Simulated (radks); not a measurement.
All-electron atom: Rh+ in [Kr] 4d(up 4, down 4) (spins set by hand, not the high-spin state).

Method: scalar-relativistic Kohn-Sham, PBE, spin-polarised, spherical densities, point nucleus; computed with a radial shooting solver on a logarithmic mesh with Libxc functionals.

Energy parts (eV):
| part | energy |
|---|---|
| total | -130174.963 |
| kinetic | 134817.754 |
| electron-nucleus | -313882.586 |
| Hartree | 52654.328 |
| exchange-correlation | -3764.459 |

Orbitals (lengths in bohr, moments of r in powers of bohr; <r^-3> diverges for s and p1/2; r(max) is where P^2 peaks):
orbital  occ.  eigenvalue (eV)  <r^-3>   r(max)   <1/r>
1s          2        -23046.58       -  0.02117   47.05
2s          2        -3347.627       -   0.1198   10.65
2p          6        -3000.879    3245  0.09576   10.32
3s          2        -604.4465       -   0.3515   3.710
3p          6        -490.4487   564.7   0.3447   3.534
3d         10        -308.1895   76.50   0.2915   3.307
4s          2         -90.1856       -   0.8817   1.399
4p          6         -58.1454   88.32   0.9450   1.249
4d          8         -13.5834   6.404    1.147  0.8784

The highest occupied level is 4d at -13.583 eV. The density falls to 0.001 e/bohr^3 at r = 3.75 bohr. Summed over all electrons, <r^2> = 36.89 bohr^2, which gives a Langevin (diamagnetic) susceptibility term of -29.2 x 10^-6 cm^3/mol.
